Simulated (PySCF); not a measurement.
Ga(NHMe)(OH)2 (CH6GaNO2), SMILES C[NH][Ga]([OH])[OH].

Coordinates come from a B3LYP-D3(BJ)/def2-SVP optimisation. Other conformers were not sampled.

Two levels are set side by side: TDDFT-PBE/def2-SVPD (PySCF) and TDDFT-PBE0/def2-SVPD (PySCF). Vertical, same geometry. The lowest singlet is HOMO→LUMO 100 % with PBE and HOMO→LUMO 98 % with the other functional; states are paired by order. Differences are taken from unrounded values.

```
quantity                               TDDFT-PBE
-------------------------------------  ---------
lowest singlet excitation (eV)              3.96
lowest triplet excitation (TDA) (eV)        3.71
first bright state (f over 0.05) (eV)       5.83
its oscillator strength                     0.06
```

Q: These are the TDDFT-PBE values. What does TDDFT-PBE0 give? (The exact figures need the calculation; the answer reports its results.)

A: 
| quantity | TDDFT-PBE0 | TDDFT-PBE minus TDDFT-PBE0 |
|---|---|---|
| lowest singlet excitation (eV) | 4.77 | -0.81 |
| lowest triplet excitation (TDA) (eV) | 4.45 | -0.74 |
| first bright state (f over 0.05) (eV) | 6.51 | -0.67 |
| its oscillator strength | 0.09 | -0.02 |

A lower first singlet is the usual sign of a functional without exact exchange. Differences between two approximate levels are no errors against the true value.

Rough cost on one machine, each run with all the roots and properties that it gave: TDDFT-PBE0 against TDDFT-PBE about 4 times.
